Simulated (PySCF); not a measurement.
Tautomers of CC(=O)S. Gas-phase values, no solvent. One relaxed conformer stands for each flexible species; it need not be the lowest. Strings in code marks are SMILES.

Calculation: TPSSh-D3(BJ)/def2-TZVP // B3LYP-D3(BJ)/def2-TZVP in PySCF. Excitations are Tamm–Dancoff values on a coarser integration grid. The basis has no diffuse functions, so Rydberg states are missing or too high.

```
species                                                  S1 oscillator strength  LUMO (eV)  HOMO (eV)  S1 excitation (TDA) (eV)
-------------------------------------------------------  ----------------------  ---------  ---------  ------------------------
`O=C(C)S` (O–C–S–H torsion 180°)                                          0.000      -1.21      -6.97                      4.90
`C=C(S)O` (S–C–O–H torsion 180°, O–C–S–H torsion -180°)                   0.000      -0.19      -5.78                      4.98
`CC(O)=S` (S–C–O–H torsion 0°)                                            0.000      -1.92      -6.07                      3.48
```
